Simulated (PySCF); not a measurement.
PySCF input (M06-2X/6-311+G**):

```python
from pyscf import gto, dft

mol = gto.M(
    atom='''
    F     1.38852700    1.07823900    0.16063700
    C     0.64654500   -0.03593700    0.05689500
    C    -0.66035800    0.02164000   -0.05861200
    F    -1.51423400   -0.96205600   -0.16806600
    H     1.21423800   -0.95985300    0.07715600
    ''',
    basis='6-311+g**',
    charge=0,
    spin=1,
    verbose=4,
)

mf = dft.UKS(mol, xc='m062x')
mf.grids.level = 4
mf.conv_tol = 1e-9
mf.max_cycle = 100
mf.max_memory = 1500
mf.kernel()
if not mf.converged:
    mf = mf.newton()
    mf.kernel(mf.make_rdm1())
mo, _, stable, _ = mf.stability(return_status=True)
if not stable:
    mf.kernel(mf.make_rdm1(mo, mf.mo_occ))
    stable = mf.stability(return_status=True)[2]
mf.dip_moment()
```

From the output:

```
  HOMO = -0.335182906165  LUMO = -0.0887282120064  gap/eV = 6.70637
cycle= 8 E= -276.345569898194  delta_E= -1.39e-05  |g|= 0.000956  |ddm|= 0.00643
  alpha nocc = 16  HOMO = -0.349836889793215  LUMO = 0.0273476713797488
  beta  nocc = 15  HOMO = -0.335159585797811  LUMO = -0.0886070180776031
  HOMO = -0.335159585798  LUMO = -0.0886070180776  gap/eV = 6.70904
cycle= 9 E= -276.345573957849  delta_E= -4.06e-06  |g|= 0.0005  |ddm|= 0.00409
  alpha nocc = 16  HOMO = -0.349824970200881  LUMO = 0.0273527319567527
  beta  nocc = 15  HOMO = -0.335134593450999  LUMO = -0.0886241100556902
  HOMO = -0.335134593451  LUMO = -0.0886241100557  gap/eV = 6.70789
cycle= 10 E= -276.345574351146  delta_E= -3.93e-07  |g|= 0.000326  |ddm|= 0.000996
  alpha nocc = 16  HOMO = -0.349847598623305  LUMO = 0.0273492278969025
  beta  nocc = 15  HOMO = -0.335165996717766  LUMO = -0.0885984777439504
  HOMO = -0.335165996718  LUMO = -0.088598477744  gap/eV = 6.70944
cycle= 11 E= -276.345574526444  delta_E= -1.75e-07  |g|= 5.44e-05  |ddm|= 0.000939
  alpha nocc = 16  HOMO = -0.349852055080794  LUMO = 0.0273481168958775
  beta  nocc = 15  HOMO = -0.335169582817159  LUMO = -0.0886028885263492
  HOMO = -0.335169582817  LUMO = -0.0886028885263  gap/eV = 6.70942
cycle= 12 E= -276.345574530449  delta_E= -4.01e-09  |g|= 3.62e-05  |ddm|= 0.000143
  alpha nocc = 16  HOMO = -0.349850831611911  LUMO = 0.027348226990081
  beta  nocc = 15  HOMO = -0.335168467735741  LUMO = -0.088599395595093
  HOMO = -0.335168467736  LUMO = -0.0885993955951  gap/eV = 6.70949
cycle= 13 E= -276.345574530957  delta_E= -5.07e-10  |g|= 1.06e-05  |ddm|= 3.56e-05
  alpha nocc = 16  HOMO = -0.349850577447719  LUMO = 0.0273484906321952
  beta  nocc = 15  HOMO = -0.335168072940771  LUMO = -0.0885994105828374
  HOMO = -0.335168072941  LUMO = -0.0885994105828  gap/eV = 6.70948
Extra cycle  E= -276.345574530991  delta_E= -3.39e-11  |g|= 1.12e-05  |ddm|= 1.4e-05
converged SCF energy = -276.345574530991  <S^2> = 0.76491201  2S+1 = 2.0148568
uhf_internal: lowest eigs of H = [0.14073632 0.26450633 0.45638492]
<class 'pyscf.dft.uks.UKS'> wavefunction is stable in the internal stability analysis
Dipole moment(X, Y, Z, Debye):  0.22658, -1.12576, -0.01711
```

The geometry given is a B3LYP-D3(BJ)/def2-TZVP minimum.
